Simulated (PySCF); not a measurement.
Si(F)(H)(SH)2 (FH3S2Si), SMILES F[SiH](S)S. Geometry optimised at r2SCAN-D4/def2-SVP. The values are those of a single conformer.

Level of theory: r2SCAN-D4/def2-SVP (PySCF 2.14.0).

Harmonic wavenumbers (cm⁻¹): 140, 167, 201, 242, 281, 489, 563, 672, 760, 806, 846, 909, 2259, 2684, 2688. Rotational constants (GHz): 4.239, 2.444, 1.684; symmetry number 1.

Task: Work out the zero-point energy and the ideal-gas rigid-rotor harmonic-oscillator thermochemistry at 298.15 K and 1 atm.

Result: ZPE = ½ Σ hcν = ½ × 13707 cm⁻¹ = 81.98 kJ/mol. H − E(el) = 101.36 kJ/mol. Entropy in J/(mol K): translation 167.84, rotation 114.28, vibration 54.47, total 336.59. G − E(el) = 1.00 kJ/mol. Cp = 95.27 J/(mol K). Modes under 150 cm⁻¹ make the vibrational entropy uncertain.
